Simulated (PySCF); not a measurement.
## How well do the runs reproduce experiment for pentafluoroethane?

**What was measured.**

From NIST CCCBDB Release 22 (SRD 101), experimental dipoles, for the gas: dipole moment (dielectric constant against temperature) 1.563 ± 0.005 D.

NIST CCCBDB Release 22 (SRD 101), experimental polarizabilities lists, for the gas: mean polarisability 4.623 Å³.

The runs below try to reproduce these values; the comparison stands at the end.

Pentafluoroethane, C₂HF₅.
SMILES with atom numbers: `[F:1][CH:2]([F:3])[C:4]([F:5])([F:6])[F:7]` (hydrogens: H8 on C2)

Structure used (PBE0-D3(BJ)/def2-TZVP), in Å, numbered top down from 1:
```xyz
8
C2HF5 angstrom
F     -0.2924   -0.6784    1.5793
C      0.4751   -0.2996    0.5464
F      1.3037    0.6754    0.9530
C     -0.4244    0.2449   -0.5718
F     -1.1383    1.2820   -0.1601
F      0.3264    0.6221   -1.6038
F     -1.2543   -0.7123   -0.9821
H      1.0587   -1.1529    0.1871
```

Runs made with PySCF (gas phase, on this PBE0-D3(BJ)/def2-TZVP geometry; no spin–orbit coupling):

```tsv
level	job	basis functions	wall time
PBE0-D3(BJ)/def2-TZVP, grid level 2	geometry optimisation from a GFN2-xTB start shaken at random	223	81 s
B97-2/pcSseg-2	shieldings	266	14 s
KT3/pcSseg-2	shieldings	266	21 s
PBE0/pcSseg-2	shieldings, charges and field gradients	266	14 s
wB97X-D/pcSseg-2	shieldings	266	17 s
CAM-B3LYP/aug-cc-pVTZ	10 singlets by full TDDFT, 4 Tamm–Dancoff triplets, polarisability	345	43 s
PBE0/aug-cc-pVTZ	10 singlets by full TDDFT, 4 Tamm–Dancoff triplets, polarisability, dynamic polarisability	345	37 s
wB97X-D/aug-cc-pVTZ	10 singlets by full TDDFT, 4 Tamm–Dancoff triplets, polarisability, ΔSCF ions	345	68 s
```

Hardware: one thread, AMD EPYC 9R45 (x86_64), shared host.

## Comparison

**Dipole moment.** Measured: 1.563 D (NIST CCCBDB Release 22 (SRD 101), experimental dipoles).

```tsv
level	computed (D)	computed − measured (D)	% (from the printed values)
PBE0-D3(BJ)/def2-TZVP	1.483	-0.080	-5
B97-2/pcSseg-2	1.520	-0.043	-3
KT3/pcSseg-2	1.417	-0.146	-9
PBE0/pcSseg-2	1.532	-0.031	-2
wB97X-D/pcSseg-2	1.551	-0.012	-1
CAM-B3LYP/aug-cc-pVTZ	1.562	-0.001	0
PBE0/aug-cc-pVTZ	1.501	-0.062	-4
wB97X-D/aug-cc-pVTZ	1.511	-0.052	-3
```

Closest is CAM-B3LYP/aug-cc-pVTZ (-0.001 D), furthest KT3/pcSseg-2 (-0.146 D); one molecule doesn't rank methods. All 8 levels lie below the measurement. The computed dipoles belong to one fixed geometry; measured ones are averaged over vibrations unless marked μe. Magnitudes are compared, not signs.

**Mean polarisability.** Measured: 4.623 Å³ (NIST CCCBDB Release 22 (SRD 101), experimental polarizabilities).

```json
{"level": "CAM-B3LYP/aug-cc-pVTZ", "computed (Å³)": "4.656", "computed − measured (Å³)": "+0.033", "% (from the printed values)": "+1"}
{"level": "PBE0/aug-cc-pVTZ", "computed (Å³)": "4.650", "computed − measured (Å³)": "+0.027", "% (from the printed values)": "+1"}
{"level": "wB97X-D/aug-cc-pVTZ", "computed (Å³)": "4.662", "computed − measured (Å³)": "+0.039", "% (from the printed values)": "+1"}
```

Closest is PBE0/aug-cc-pVTZ (+0.027 Å³), furthest wB97X-D/aug-cc-pVTZ (+0.039 Å³); one molecule doesn't rank methods. All 3 levels lie above the measurement. The computed values are static and purely electronic, with core orbitals frozen in the response (1 au = 0.148185 Å³). The table of measured values doesn't say here whether a value is static or optical, or holds a vibrational part.

No measured geometry was used, and the causes of the misses weren't examined.
